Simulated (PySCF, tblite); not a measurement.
Compound: C₅H₁₀F₂O₂.
Cartesian coordinates in Å at the GFN2-xTB level; atoms count from 1:
```xyz
19
C5H10F2O2 angstrom
C     -2.5474    0.5525   -1.0140
C     -1.1195    0.0379   -0.8784
C     -0.7220   -0.1122    0.5952
O     -0.7645    1.1102    1.2813
C      0.6749   -0.7413    0.7252
O      1.6041    0.1421    0.0932
C      2.8916   -0.2138    0.2351
F      3.6601    0.7743   -0.2383
F      3.1961   -1.3179   -0.5027
H     -2.6726    1.4670   -0.4397
H     -3.2526   -0.1855   -0.6387
H     -2.7814    0.7582   -2.0552
H     -0.4230    0.7316   -1.3535
H     -1.0235   -0.9297   -1.3728
H     -1.4370   -0.7620    1.1120
H     -0.1348    1.7058    0.8554
H      0.7049   -1.7237    0.2430
H      0.9403   -0.8469    1.7851
H      3.1966   -0.4374    1.2782
```

Jobs on this species (19 atoms, 74 electrons) with PySCF (density fitting) and tblite. Hardware of each: one thread of an Arm Neoverse N1, shared host. Times come from a shared host and carry two figures at best.

```
level and settings                                                                        work  basis functions  SCF cycles  wall time
     PBE0/pcSseg-1  shieldings, charges and field gradients, density and orbital grids written              203           ?          ?
          GFN2-xTB                                                           L-BFGS relaxation                –           –     0.66 s
          GFN2-xTB                                               Hessian by finite differences                –           –     0.98 s
```

Question: Fill in the missing figures.

Answer: 
- PBE0/pcSseg-1; shieldings, charges and field gradients, density and orbital grids written: 76 s, 14 SCF cycles

Question: What do all jobs in the table cost together?

Answer: About 78 s; the longest takes about 98 % of that, and about 120 times as long as the shortest.
